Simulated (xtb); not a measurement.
C4H9, charge +1, singlet, at a GFN2-xTB geometry, atoms displaced at random by about 0.06 Å a coordinate; GFN2-xTB in xtb 6.7.1.

Input for xtb:
```
$ xtb mol.xyz --gfn 2 --chrg 1 --uhf 0 --opt --json

# file mol.xyz
13

C     -0.37265707     1.37853432     0.20667047
C     -0.02730989    -0.04317689    -0.08033038
C      1.33529508    -0.38374494     0.28944053
C     -0.84228599    -1.00177355    -0.51720309
H      0.17031787     2.06652293    -0.34460769
H     -0.16675608     1.61224522     1.33069548
H     -1.43239018     1.49817710    -0.00392493
H      1.70021943    -0.83223631    -0.66883573
H      1.33398526    -1.19507583     1.08501812
H      2.06021235     0.46852437     0.57703048
H     -1.33878002    -0.66114249    -1.38402225
H     -0.55052037    -2.05020337    -0.61343299
H     -1.78580542    -0.95526296     0.28451330
```

Question: Predict the main parts of the log of this xtb run.

Answer: 
```
   ID    Z sym.   atoms
    1    6 C      1-4
    2    1 H      5-13

           -------------------------------------------------
          |                Calculation Setup                |
           -------------------------------------------------

           -------------------------------------------------
          |                 G F N 2 - x T B                 |
           -------------------------------------------------

          ...................................................
          :                      SETUP                      :
          :.................................................:
          :  # basis functions                  25          :
          :  # atomic orbitals                  25          :
          :  # shells                           17          :
          :  # electrons                        24          :
          :  max. iterations                   250          :
          :  Hamiltonian                  GFN2-xTB          :
          :  restarted?                      false          :
          :  GBSA solvation                  false          :
          :  PC potential                    false          :
          :  electronic temp.          300.0000000     K    :
          :  accuracy                    1.0000000          :
          :  -> integral cutoff          0.2500000E+02      :
          :  -> integral neglect         0.1000000E-07      :
          :  -> SCF convergence          0.1000000E-05 Eh   :
          :  -> wf. convergence          0.1000000E-03 e    :
          :  Broyden damping             0.4000000          :
          :  net charge                          1          :
          :  unpaired electrons                  0          :
          ...................................................

 iter      E             dE          RMSdq      gap      omega  full diag
   1    -12.7845221 -0.127845E+02  0.400E+00    4.55       0.0  T
   2    -12.8505689 -0.660469E-01  0.201E+00    3.09       1.0  T
   3    -12.8622692 -0.117003E-01  0.135E+00    3.66       1.0  T
   4    -12.8665041 -0.423492E-02  0.173E-01    3.30       1.0  T
   5    -12.8666566 -0.152452E-03  0.760E-02    3.36       1.0  T
   6    -12.8666584 -0.180631E-05  0.184E-02    3.36       1.5  T
   7    -12.8666592 -0.839995E-06  0.564E-03    3.36       4.9  T
   8    -12.8666593 -0.612293E-07  0.101E-03    3.36      27.5  T
   9    -12.8666593 -0.200488E-08  0.434E-04    3.36      63.9  T
  10    -12.8666593 -0.827946E-09  0.722E-05    3.36     383.9  T

   *** convergence criteria satisfied after 10 iterations ***

         :::::::::::::::::::::::::::::::::::::::::::::::::::::
         ::                     SUMMARY                     ::
         :::::::::::::::::::::::::::::::::::::::::::::::::::::
         :: total energy             -12.646288862740 Eh    ::
         :: gradient norm              0.205775657206 Eh/a0 ::
         :: HOMO-LUMO gap              3.361107925462 eV    ::
         ::.................................................::
         :: SCC energy               -12.866652441199 Eh    ::
         :: -> isotropic ES            0.098718772538 Eh    ::
         :: -> anisotropic ES         -0.016790077042 Eh    ::
         :: -> anisotropic XC          0.013617466214 Eh    ::
         :: -> dispersion             -0.004609506016 Eh    ::
         :: repulsion energy           0.220363578459 Eh    ::
         :: add. restraining           0.000000000000 Eh    ::
         :: total charge               1.000000000000 e     ::
         :::::::::::::::::::::::::::::::::::::::::::::::::::::

      -----------------------------------------------------------
     |                   =====================                   |
     |                        A N C O P T                        |
     |                   =====================                   |
     |               Approximate Normal Coordinate               |
[...]
 * total energy  :   -12.6462889 Eh     change       -0.5501377E-11 Eh
 * total energy  :   -12.6767745 Eh     change       -0.3048563E-01 Eh
 * total energy  :   -12.6823498 Eh     change       -0.5575292E-02 Eh
 * total energy  :   -12.6828326 Eh     change       -0.4828306E-03 Eh
 * total energy  :   -12.6828824 Eh     change       -0.4978596E-04 Eh
 * total energy  :   -12.6828922 Eh     change       -0.9795467E-05 Eh
 * total energy  :   -12.6828951 Eh     change       -0.2887759E-05 Eh
   *** GEOMETRY OPTIMIZATION CONVERGED AFTER 7 ITERATIONS ***
         :: total energy             -12.682895088517 Eh    ::
[...]
        16                         -0.0447735              -1.2183
        17                         -0.0181102              -0.4928
        18                         -0.0176387              -0.4800
        19                         -0.0172811              -0.4702
        20                          0.0021067               0.0573
        21                          0.0023428               0.0638
        22                          0.0376286               1.0239
        23                          0.0497129               1.3528
       ...                                ...                  ...
        25                          0.1852135               5.0399
      -------------------------------------------------------------
                  HL-Gap            0.1354952 Eh            3.6870 eV
             Fermi-level           -0.5868077 Eh          -15.9679 eV

     #   Z          covCN         q      C6AA      α(0)
     1   6 C        3.759    -0.149    23.437     6.902
     2   6 C        2.938     0.148    24.778     8.164
     3   6 C        3.759    -0.149    23.436     6.902
     4   6 C        3.759    -0.149    23.437     6.902
     5   1 H        0.924     0.160     1.327     1.801
     6   1 H        0.924     0.160     1.328     1.802
     7   1 H        0.925     0.114     1.666     2.019
     8   1 H        0.924     0.159     1.334     1.807
     9   1 H        0.924     0.161     1.319     1.796
    10   1 H        0.925     0.114     1.666     2.019
    11   1 H        0.924     0.160     1.328     1.802
    12   1 H        0.925     0.114     1.666     2.019
    13   1 H        0.924     0.160     1.326     1.801

 Mol. C6AA /au·bohr⁶  :        914.373535
 Mol. C8AA /au·bohr⁸  :      20208.415621
 Mol. α(0) /au        :         45.735087

Wiberg/Mayer (AO) data.
largest (>0.10) Wiberg bond orders for each atom

 ---------------------------------------------------------------------------
     #   Z sym  total        # sym  WBO       # sym  WBO       # sym  WBO
 ---------------------------------------------------------------------------
     1   6 C    3.980 --     2 C    1.184     7 H    0.971     6 H    0.877
                             5 H    0.877
     2   6 C    3.849 --     3 C    1.184     1 C    1.184     4 C    1.183
     3   6 C    3.980 --     2 C    1.184    10 H    0.971     8 H    0.880
                             9 H    0.874
     4   6 C    3.980 --     2 C    1.183    12 H    0.971    11 H    0.878
                            13 H    0.877
     5   1 H    0.974 --     1 C    0.877
     6   1 H    0.974 --     1 C    0.877
     7   1 H    0.987 --     1 C    0.971
     8   1 H    0.975 --     3 C    0.880
     9   1 H    0.974 --     3 C    0.874
    10   1 H    0.987 --     3 C    0.971
    11   1 H    0.975 --     4 C    0.878
    12   1 H    0.987 --     4 C    0.971
    13   1 H    0.974 --     4 C    0.877
 ---------------------------------------------------------------------------

Topologies differ in total number of bonds
Writing topology from bond orders to xtbtopo.mol

molecular dipole:
                 x           y           z       tot (Debye)
 q only:        0.011      -0.016       0.032
   full:        0.011      -0.017       0.035       0.102
molecular quadrupole (traceless):
                xx          xy          yy          xz          yz          zz
 q only:        1.975      -0.390       2.054       1.660       1.500      -4.029
  q+dip:        1.882      -0.373       1.960       1.589       1.425      -3.842
   full:        1.605      -0.320       1.679       1.366       1.213      -3.283

optimized geometry written to: xtbopt.xyz

           -------------------------------------------------
          | TOTAL ENERGY              -12.682895088517 Eh   |
          | GRADIENT NORM               0.000821222345 Eh/α |
          | HOMO-LUMO GAP               3.687012344774 eV   |
           -------------------------------------------------
```
